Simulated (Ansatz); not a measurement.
`[SiH3][GaH][O][SbH2]` + H₂ → `[GaH2][O][SbH2]` + SiH₄ at 500 K and 1 bar (hydrogenolysis of a Ga–Si bond).

Gas-phase electronic energies from Ansatz, PBE0-D4/def2-TZVP geometries. CBS: MP2 limit from def2 TZ/QZ plus the TZ coupled-cluster correction, frozen cores. This one scheme is used for every species. Elements past krypton have def2 core potentials. For Ga, Sb outer-core shells are correlated without core-valence functions, which leaves a few kJ/mol of doubt a bond. Scalar relativity is left out up to krypton. Each species was taken in one conformer, which may not be the lowest.

| species | CCSD(T)/CBS energy (Eh) | H − E (kJ/mol) | S (J/(mol·K)) |
| --- | --- | --- | --- |
| `[SiH3][GaH][O][SbH2]` | -2531.82516 | 182.3 | 482.4 |
| H₂ | -1.17544 | 41.0 | 145.5 |
| `[GaH2][O][SbH2]` | -2241.53579 | 119.2 | 400.4 |
| SiH₄ | -291.46306 | 102.4 | 230.9 |

H − E and S are ideal-gas, rigid-rotor, harmonic terms from PBE0-D4/def2-TZVP, for one conformer and one mirror image of each species. For small species the MP2-based limit differs from directly extrapolated CCSD(T) by up to some mEh (0.8 for H₂); such offsets cancel only in part. 1 Eh = 2625.50 kJ/mol, R = 8.31446 J/(mol·K).

Problem. By hand: ΔE, ΔH, ΔS and ΔG.

Solution. ΔE = (-2241.53579) + (-291.46306) − (-2531.82516) − (-1.17544) = 0.00175 Eh = 4.6 kJ/mol. Δ(H − E) = 119.2 + 102.4 − 182.3 − 41.0 = -1.7, so ΔH = 2.9 kJ/mol. ΔS = 400.4 + 230.9 − 482.4 − 145.5 = 3.4 J/(mol·K). ΔG = 2.9 − 500 × (3.4)/1000 = 1.2 kJ/mol.

Problem. By hand: the equilibrium constant, and the temperature at which ΔG would vanish if ΔH and ΔS stayed fixed.

Solution. log₁₀ K = −ΔG/(RT ln 10) = -0.1. ΔG = 0 at ΔH/ΔS = 853 K, though so small a ΔH makes that figure unsure.

TΔS isn't small against ΔH here. The sign of ΔG lies within the doubt. A doubt of 5 kJ/mol in ΔE shifts log₁₀ K by 0.5 here. Other conformers and mirror images would add mixing entropy, several J/(mol·K) or more a flexible species. Modes under 60 cm⁻¹, often nearly free rotors, make the harmonic entropy too high. These are equilibria of isolated gas molecules and say nothing of rates. Largest T1 diagnostic: 0.016 (customary marks: 0.02 for closed shells, 0.045 for open ones).
